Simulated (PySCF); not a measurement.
C₇H₂F₄N₂O₂, SMILES o1c(nnc1C(F)(F)F)-c1oc(cc1)F.

Geometry optimised at B3LYP-D3(BJ)/def2-SVP. This is a generated structure with no PubChem entry under its InChIKey; it may be hypothetical. The values are those of a single conformer.

Vertical ionisation energy (IE) and electron affinity (EA) in eV. Rows of orbital energies are one-electron estimates. Where ΔSCF, EOM or ADC give a negative EA the extra electron is unbound and the value depends on the basis.

```json
[
 {"level": "−ε(HOMO), −ε(LUMO), ωB97X/def2-SVP (PySCF)", "IE": "9.24", "EA": "-0.09"},
 {"level": "−ε(HOMO), −ε(LUMO), PBE/def2-SVP (PySCF)", "IE": "6.01", "EA": "2.68"}
]
```
